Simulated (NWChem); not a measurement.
A series in which one site is exchanged, each optimised at PBE0/def2-SVP with NWChem, gas phase unless a solvent is named. Some are not confirmed as minima by frequencies. def2 effective core potentials on Ag, I; no spin-orbit coupling.

A: [OH2]->[Ag][Cl] (AgH₂OCl; site = Cl)
B: [Ag](<-[OH2])[F] (AgH$_{2}$OF; site = F)
C: [OH2]->[AgH] (AgH$_{3}$O; site = H)
D: [OH2]->[Ag][I] (AgH$_{2}$OI; site = I)

Values for A:

| Item | Result |
|---|---|
| dipole (D), PBE0/def2-SVP | 8.69 |
| orbital gap (eV), PBE0/def2-SVP | 5.25 |
| vertical ionisation energy, ΔSCF, CAM-B3LYP/def2-SVP (eV) | 9.25 |
| static polarisability, CAM-B3LYP/def2-SVPD (bohr³) | 49.1 |
| lowest singlet excitation, CAM-B3LYP/def2-SVPD, TDA (eV) | 4.53 |

Question: How do these values change for the other members?

Answer: 
```tsv
change from A	B	C	D
dipole (D), PBE0/def2-SVP	-0.29	-1.93	+0.14
orbital gap (eV), PBE0/def2-SVP	+0.33	+0.04	-0.66
vertical ionisation energy, ΔSCF, CAM-B3LYP/def2-SVP (eV)	+0.43	-0.83	-0.89
static polarisability, CAM-B3LYP/def2-SVPD (bohr³)	-16.3	-3.7	+25.3
lowest singlet excitation, CAM-B3LYP/def2-SVPD, TDA (eV)	+0.28	-0.02	-0.68
```
